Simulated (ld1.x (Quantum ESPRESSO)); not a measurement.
# Varying the TM potential for Te

Base potential:

Te, norm-conserving Troullier–Martins (Kleinman–Bylander form), made with ld1.x (Quantum ESPRESSO) 7.5 (PBE, non-relativistic). Core [Kr], reference 4d10 5s2 5p2 (charge +2). Waves: 5s (bound): rc 1.55 bohr; 5p (bound): rc 2.15 bohr; 4d (bound): rc 1.20 bohr. Local part: the d channel. Core correction: none.

Cutoffs, loose and tight: the cutoffs (Ry, on a coarse ladder) from which the occupation-weighted sum of valence levels, in a spherical-Bessel basis at the reference potential, stays within 10 and 1 mRy of its value at 400 Ry. They do not see the model core or the augmentation charge, which bear on the density cutoff. Test errors are all-electron minus pseudo excitation energies from the reference, over the configurations 4d10 5s2 5p4; 4d10 5s2 5p3; 4d10 5s2 5p1; 4d10 5s2 5p3.5; 4d10 5s1 5p5; 4d9 5s2 5p5; 4d10 5s0 5p6. A dash means not determined; rows that change the core or the reference have their own tests.

A true bound ghost makes a file unfit for plane-wave use even where its test errors are small: the radial tests pick states by their node count and pass the ghost by.

```csv
change,outcome,"cutoff, loose","cutoff, tight",bound ghosts,largest test error (meV)
base,generated,110 Ry,180 Ry,"s, p",-478
"all radii scaled by about 0.76 (s 1.18, p 1.62, d 0.90 bohr)",generated,180 Ry,over 300 Ry,"s, p",+489
"all radii scaled by about 1.08 (s 1.68, p 2.32, d 1.30 bohr)",generated,110 Ry,180 Ry,"s, p",-463
"all radii scaled by about 1.16 (s 1.80, p 2.50, d 1.40 bohr)",generated,100 Ry,160 Ry,"s, p",-430
"all radii scaled by about 1.23 (s 1.90, p 2.64, d 1.48 bohr)",generated,100 Ry,160 Ry,"s, p",-398
"all radii scaled by about 1.40 (s 2.18, p 3.02, d 1.68 bohr)",generated,90 Ry,140 Ry,"s, p",-293
```

What comes out with this change to the base: all radii scaled by about 0.91 (s 1.42, p 1.96, d 1.10 bohr)?

outcome: generated; cutoff, loose: 120 Ry; cutoff, tight: 200 Ry; bound ghosts: s, p; largest test error (meV): -479.

What comes out with this change to the base: all radii scaled by about 1.32 (s 2.04, p 2.84, d 1.58 bohr)?

outcome: generated; cutoff, loose: 90 Ry; cutoff, tight: 160 Ry; bound ghosts: s, p; largest test error (meV): -344.

What comes out with this change to the base: all radii scaled by about 0.85 (s 1.32, p 1.84, d 1.02 bohr)?

outcome: generated; cutoff, loose: 140 Ry; cutoff, tight: 230 Ry; bound ghosts: s, p; largest test error (meV): -457.

Reading the sweep of the scale of all radii (base = 1) (base included, trends over the rows without a ghost): Bound ghosts are found at 0.76, 0.85, 0.91, 1, 1.08, 1.16, 1.23, 1.32, 1.4. Every judged row has one, so this setting neither creates nor removes them.
